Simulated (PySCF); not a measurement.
CH₁₀FNSi₃, SMILES C[Si@H](N[SiH3])[SiH2]F.

Geometry: PBE-D3(BJ)/def2-SVP. The structure was generated by enumeration; whether it is a known compound was not checked. The values are those of a single conformer.

Computed with PySCF 2.14.0 with PBE-D3(BJ)/def2-SVP.

Frequencies are harmonic and unscaled.

Problem. List the normal modes with their intensities. (The exact figures need the calculation; the answer reports its results.)

Solution. 
```csv
mode,ν (cm⁻¹),IR (km/mol),moving atoms (share of kinetic energy)
1,29,1.8,"H 28 %, Si 21 %, C 21 %, F 17 %, N 13 %"
2,54,1.0,"F 37 %, Si 32 %, H 20 %"
3,83,0.8,"F 37 %, Si 32 %, H 15 %, C 8 %"
4,131,3.1,"Si 47 %, H 27 %, C 13 %, N 8 %"
5,145,1.8,H 89 %
6,159,0.1,H 96 %
7,172,0.5,"H 26 %, F 23 %, Si 20 %, C 18 %, N 14 %"
8,230,4.5,"H 35 %, Si 30 %, N 16 %, C 13 %"
9,257,17.7,"Si 36 %, H 27 %, N 24 %, F 10 %"
10,316,38.9,"H 74 %, Si 13 %, N 11 %"
11,400,2.5,"Si 69 %, H 23 %"
12,468,17.2,"H 71 %, Si 28 %"
13,577,3.0,"H 41 %, Si 35 %, N 16 %"
14,640,6.4,"H 80 %, C 11 %, Si 9 %"
15,672,7.3,"H 66 %, Si 15 %, C 11 %"
16,679,12.7,"H 81 %, Si 11 %"
17,684,78.9,"H 57 %, Si 19 %, C 18 %"
18,706,10.9,H 90 %
19,744,45.3,"H 61 %, C 19 %, Si 13 %"
20,809,7.0,"F 48 %, H 35 %, Si 17 %"
21,812,317.2,"H 65 %, Si 17 %, N 11 %"
22,869,192.3,"H 77 %, Si 11 %, C 9 %"
23,872,55.6,"H 55 %, Si 24 %, N 11 %, F 9 %"
24,895,72.7,H 96 %
25,916,217.7,"H 70 %, Si 16 %, N 10 %"
26,921,153.3,"H 58 %, N 24 %, Si 17 %"
27,923,60.0,H 92 %
28,968,83.7,H 89 %
29,1143,113.6,"H 68 %, N 29 %"
30,1210,19.6,"H 79 %, C 21 %"
31,1376,4.3,H 96 %
32,1380,4.1,H 96 %
33,2131,96.2,H 97 %
34,2141,187.7,H 97 %
35,2143,52.7,H 97 %
36,2152,166.1,H 96 %
37,2155,100.9,H 98 %
38,2173,103.1,H 96 %
39,2968,2.9,H 97 %
40,3068,3.7,"H 91 %, C 9 %"
41,3075,2.2,"H 91 %, C 9 %"
42,3506,37.3,H 93 %
```
